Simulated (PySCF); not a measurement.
A species of formula C7H8O has this rotational fingerprint, computed with PBE0-D3(BJ)/def2-SVP geometry optimisation, gas phase (PySCF 2.14.0):

```
Rotational constants : A = 3282, B = 2203, C = 1329 MHz
Dipole components    : |μa| = 1.20 D, |μb| = 1.27 D, |μc| = 0.00 D
Inertial defect      : -3.20 u·Å²
κ                    : -0.11
```

Question: Which candidate fits, each taken in the one conformer that was computed?
A. `C#CC1=C(C)COC1`
B. `[CH3:1][c:2]1[cH:3][cH:4][cH:5][cH:6][c:7]1[OH:8]` with C6–C7–O8–H 180°
C. `[CH3:1][c:2]1[cH:3][cH:4][c:5]([OH:6])[cH:7][cH:8]1` with C4–C5–O6–H 0°

Answer: B. It is Cc1ccccc1O, an asymmetric top, point group Cs. The candidates at the same level (rigid rotor, commonest isotopes):

```tsv
SMILES	A (MHz)	B (MHz)	C (MHz)	μa (D)	μb (D)	μc (D)	Δ (u·Å²)	point group	rotor
Cc1ccccc1O	3282	2203	1329	1.20	1.27	0.00	-3.20	Cs	asymmetric top
C#CC1=C(C)COC1	3262	1797	1185	0.76	1.55	0.06	-9.57	–	asymmetric top
Cc1ccc(O)cc1	5508	1460	1163	0.14	1.33	0.05	-3.18	–	asymmetric top
```

`C#CC1=C(C)COC1` has B 18 % too low; `Cc1ccc(O)cc1` has A 68 % too high. In the right answer the mirror of this Cs structure is the ab plane, so μc vanishes by symmetry. No structure here is proved a minimum.
